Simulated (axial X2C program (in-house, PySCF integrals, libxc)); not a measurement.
# Ionising the radicals of a process plasma

All values come from calculations with an in-house relativistic program for diatomic molecules, spin-free (one-electron X2C) or two-component (2c: spin–orbit coupling with atomic mean-field Coulomb and Gaunt terms, which also bring small scalar terms), in Dyall basis sets with cores contracted in-house; open shells are unrestricted.

Level PBE0, 2c. Basis sets: Al dyall-v3z, B dyall-v3z, C dyall-v3z, Cu dyall-cv3z, F dyall-av3z, Ga dyall-cv3z, H dyall-v3z, O dyall-av3z, P dyall-v3z, Si dyall-v3z, Sn dyall-cv3z.

| species | state | ion state | adiabatic IE with zero-point terms (eV) | D0 (eV) | D0 of the ion (eV) |
| --- | --- | --- | --- | --- | --- |
| GaB | Ω = 1 (⟨Sz⟩ = 1.00, ⟨Lz⟩ = 0.00 at PBE0) | Ω = 1/2 (⟨Sz⟩ = 0.50, ⟨Lz⟩ = 0.00 at PBE0) | 7.02 | n/a | 0.88 |
| SnF | Ω = 1/2 (⟨Sz⟩ = -0.50, ⟨Lz⟩ = 1.00 at PBE0) | Ω = 0 (closed shell) | 7.24 | n/a | n/a |
| CuB | Ω = 0 (closed shell) | Ω = 1/2 (⟨Sz⟩ = 0.50, ⟨Lz⟩ = 0.00 at PBE0) | 7.52 | 2.30 | 2.71 |
| SnB | Ω = 3/2 (⟨Sz⟩ = 1.49, ⟨Lz⟩ = 0.01 at PBE0) | Ω = 2 (⟨Sz⟩ = 0.99, ⟨Lz⟩ = 1.01 at PBE0) | 8.12 | n/a | n/a |
| AlH | Ω = 0 (closed shell) | Ω = 1/2 (⟨Sz⟩ = 0.50, ⟨Lz⟩ = 0.00 at PBE0) | 8.12 | 2.86 | 0.83 |
| PO | Ω = 1/2 (⟨Sz⟩ = -0.50, ⟨Lz⟩ = 1.00 at PBE0) | Ω = 0 (closed shell) | 8.57 | 5.74 | 7.69 |
| P₂ | Ω = 0 (closed shell) | Ω = 3/2 (⟨Sz⟩ = 0.50, ⟨Lz⟩ = 1.00 at PBE0) | 10.37 | 4.66 | 4.81 |
| SiO | Ω = 0 (closed shell) | Ω = 1/2 (⟨Sz⟩ = 0.50, ⟨Lz⟩ = 0.00 at PBE0) | 11.39 | 7.69 | 4.51 |
| CO | Ω = 0 (closed shell) | Ω = 1/2 (⟨Sz⟩ = 0.50, ⟨Lz⟩ = 0.00 at PBE0) | 13.97 | 10.91 | 8.45 |

**Question.** Which of these can a metastable argon atom (³P2, 11.55 eV, NIST) ionise on energy grounds?

**Answer.** At PBE0, 2c, IE lies below 11.55 eV for GaB, SnF, CuB, SnB, AlH, PO, P₂, SiO. Within the error of the method (some tenths of an eV) the answer is open for SiO.

**Question.** Which of these can a metastable xenon atom (³P2, 8.32 eV, NIST) ionise on energy grounds?

**Answer.** At PBE0, 2c, IE lies below 8.32 eV for GaB, SnF, CuB, SnB, AlH. Within the error of the method (some tenths of an eV) the answer is open for SnB, AlH, PO.

**Question.** Give the threshold for dissociative ionisation to the lowest fragments, IE + D0(ion).

**Answer.** At PBE0, 2c: GaB → Ga+ + B: 7.90 eV; CuB → Cu+ + B: 10.23 eV; AlH → Al+ + H: 8.95 eV; PO → P+ + O: 16.26 eV; P₂ → P+ + P: 15.18 eV; SiO → Si+ + O: 15.90 eV; CO → O + C+: 22.42 eV.

Each entry is the lowest single determinant of a limited PBE0 search at one distance. De goes to single-determinant-based atoms at the same level (for ions the charge split of lowest energy) and is withheld (n/a) where an atom does not fit its ground term or J level. Main or longest-lived isotopes. One determinant is a doubtful description, or other states lie close, for GaB, SnB, SnB⁺, P₂⁺; these need not be ground states, and all values refer to the states named. Some open-shell Ω = 0 determinants are out of reach, so the Ω given for GaB, SnB⁺ need not be the lowest component. With several unpaired electrons the Ω given is that of one determinant, not necessarily of the lowest component. Some light 2c atoms are not at their ground J level, so De misses part of their lowering (0.04 eV or less). The functionals have no current term, which raises determinants with orbital currents. These values were not checked against measured ones; errors of some tenths of an eV are usual, and D0 of doubtful transition-metal species is not given.
